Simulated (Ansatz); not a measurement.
The cluster B6Sb6. Charge 0, multiplicity 1. Geometry r2SCAN-D4/def2-SVP.

```tsv
atom	x (Å)	y (Å)	z (Å)
B1	1.4145	1.4533	1.1463
B2	-0.4105	1.4906	0.9591
B3	-0.2830	0.6178	-0.3973
B4	0.4381	1.9656	2.2609
B5	0.7461	-0.7476	-0.8203
B6	-0.6012	-0.0770	-1.8285
Sb7	0.9049	-0.9274	-3.2000
Sb8	-2.6919	-0.9210	-1.1670
Sb9	-2.2514	0.1214	1.4389
Sb10	2.6241	-0.1284	0.2033
Sb11	-0.3749	-2.6506	-1.3274
Sb12	0.4851	-0.1967	2.7319
```

In the def2 sets Sb takes a core potential; there is no spin–orbit coupling. Another isomer (singlet) lies 2.16 eV lower at PBE0-D4/def2-SVP; other spin states weren't run for this one.

(1) Estimate the orbital energies around the gap (eV) in Ansatz with PBE-D4/def2-SVP, r2SCAN-D4/def2-SVP, PBE0-D4/def2-SVP.

Answers

(1) 
```tsv
orbital	PBE-D4/def2-SVP	r2SCAN-D4/def2-SVP	PBE0-D4/def2-SVP
HOMO−9	-7.14	-7.47	-8.18
HOMO−8	-6.75	-7.07	-7.73
HOMO−7	-6.55	-6.87	-7.53
HOMO−6	-6.30	-6.61	-7.29
HOMO−5	-6.12	-6.41	-7.04
HOMO−4	-6.03	-6.31	-6.88
HOMO−3	-5.59	-5.85	-6.45
HOMO−2	-5.43	-5.68	-6.23
HOMO−1	-5.30	-5.55	-6.15
HOMO	-4.69	-4.88	-5.34
LUMO	-3.81	-3.92	-3.42
LUMO+1	-3.12	-3.16	-2.58
LUMO+2	-2.95	-2.98	-2.43
LUMO+3	-2.47	-2.45	-1.88
LUMO+4	-2.28	-2.25	-1.64
LUMO+5	-2.07	-1.96	-1.39
```
